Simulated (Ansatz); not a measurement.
```yaml
crystal:
  periodic: [false, false, false]
  atoms:
    - {symbol: B, position_ang: [-0.008379, -0.092640, -0.168537]}
    - {symbol: Br, position_ang: [-0.024166, -0.111423, 1.959018]}
    - {symbol: H, position_ang: [1.263103, -0.123954, -0.666937]}
    - {symbol: H, position_ang: [-0.539404, 0.933620, -0.511291]}
    - {symbol: H, position_ang: [-0.517874, -0.993004, -0.605184]}
basis:
  gaussian: {orbitals: def2-TZVP}
magnetization: {spin_polarized: true, initial_magnetization: 1}
hamiltonian: {xc: {name: B2GP-PLYP}}
```

```sh
$ ansatz run in.yaml --threads 4 --pin off --events-out ev --progress --plain --max-ram 3916MiB
```

It prints (some lines left out):

```
Functional definition: B2GP-PLYP
  name "B2GP-PLYP"
  cite "Karton, Tarnopolsky, Lamère, Schatz & Martin, J. Phys. Chem. A 112, 12868 (2008) doi:10.1021/jp801805p"
  cite "Becke, Phys. Rev. A 38, 3098 (1988) doi:10.1103/PhysRevA.38.3098"
  cite "Lee, Yang & Parr, Phys. Rev. B 37, 785 (1988) doi:10.1103/PhysRevB.37.785"
  parameter a = 0.65
  parameter c = 0.36
  exchange = (1 - a)*b88_x + a*exact_x
  correlation = (1 - c)*lyp_c + c*(mp2_os + mp2_ss)
673 factors; integrals over basis functions are off by at most 8.6e-4 eV
mean field evaluation 1: about -70748.0858 eV, gradient 1.5e1 eV
mean field evaluation 2: about -70748.1336 eV, gradient 1.5e1 eV
mean field evaluation 4: about -70749.5684 eV, gradient 2.0e0 eV
mean field evaluation 8: about -70749.5945 eV, gradient 2.2e-1 eV
mean field evaluation 16: about -70749.5970 eV, gradient 1.9e-2 eV
mean field evaluation 32: about -70749.5973 eV, gradient 9.3e-4 eV
mean field evaluation 64: about -70749.5939 eV, gradient 1.7e-1 eV
mean field -70749.59725064 eV, -2599.9997431616 hartree, gradient 3.8e-6 eV, S^2 0.765507; 6 other end points of the search recorded, 0 dependent functions left out
10 core orbitals not correlated: weight in the atoms' cores, before any rotation towards them, 1.000 or more for the frozen orbitals, at most 0.000 for the correlated occupied ones
reference -70749.59735279 eV, -2599.9997469154 hartree; 12, 11 occupied and 75, 76 virtual orbitals, 673 factors
second order -12.24821023 eV of doubles, -0.00000000 eV of singles
Total energy: -70754.00670847 eV, -2600.1617877480 hartree
```

It took 4.1 s on 4 threads of Arm Neoverse V1 on a shared host.

Correlated methods freeze 10 core orbitals; core or outer-core shells of Br are correlated, in sets that lack core-valence functions.
